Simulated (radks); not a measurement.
Problem. These are the eigenvalues of the occupied orbitals of an atom or ion with whole-number occupations (hartree). Calculated with a radial shooting solver on a logarithmic mesh with Libxc functionals: scalar-relativistic Kohn-Sham, PBE, spin-polarised, spherical densities, finite nucleus; Fermi nuclear charge, rms radius of each element as measured or else 0.836 A^(1/3) + 0.57 fm.

orbital  eigenvalue
1s up     -587.8754
1s down   -587.7265
2s up     -108.1458
2s down   -108.0296
2p up     -100.0624
2p down   -99.89610
3s up     -39.29122
3s down   -38.72443
3p up     -36.69107

Which element is it, and in what charge state? The configuration may be excited. Open shells, if any, are filled with parallel spins first.

Solution. Z = 37, rubidium, charge +22: Rb22+ in [Ne] 3s2 3p3. The list shows which subshells hold electrons but not how many an open one holds; the 1s level, -587.88 hartree, gives Z - s = 34.3 by -(Z - s)^2/2, which with screening and relativity narrows Z to a few neighbours, and the depths of the outer levels then fix element, charge and occupations together.
